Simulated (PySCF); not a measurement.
# Steps of a relaxation of [PbS]2+

[PbS]2+ (singlet). PySCF 2.14.0, RKS PBE, Pb def2-SVP with ECP60, S def2-SVP; non-relativistic Hamiltonian with scalar-relativistic core potentials where named; density fitting; no spin-orbit coupling. Origin of the start: template. Columns: position (Å) and force (eV/Å). Energies are counted from the last step; some of the 7 steps are shown. Forces carry noise of the integration grid, about 0.01 to 0.03 eV/Å.

Run from Python with OMP_NUM_THREADS=2. Where DIIS fails, smearing, a level shift and second-order steps follow.
It took 27 s on 2 threads of Arm Neoverse V2 (shared host), from the converged density of the start.

```xyz
2
step 0  E = 3.387 eV
Pb    0.0000    0.0000   -0.2853     0.00    0.00  -13.40
S     0.0000    0.0000    1.8561     0.00    0.00   13.40
```

```xyz
2
step 2  E = 0.199 eV
Pb    0.0000    0.0000   -0.5439     0.00    0.00   -1.73
S     0.0000    0.0000    2.1147     0.00    0.00    1.73
```

```xyz
2
step 4  E = 0.005 eV
Pb    0.0000    0.0000   -0.6549     0.00    0.00   -0.19
S     0.0000    0.0000    2.2257     0.00    0.00    0.19
```

Q: Where does the relaxation end?

A: It converges at step 6 in C∞v:
```xyz
2
step 6  E = 0
Pb    0.0000    0.0000   -0.6777
S     0.0000    0.0000    2.2485
```

Q: How did the contacts change?

A: 
```json
{"contact": "Pb1–S2 (S)", "start (Å)": "2.141", "end (Å)": "2.926"}
```
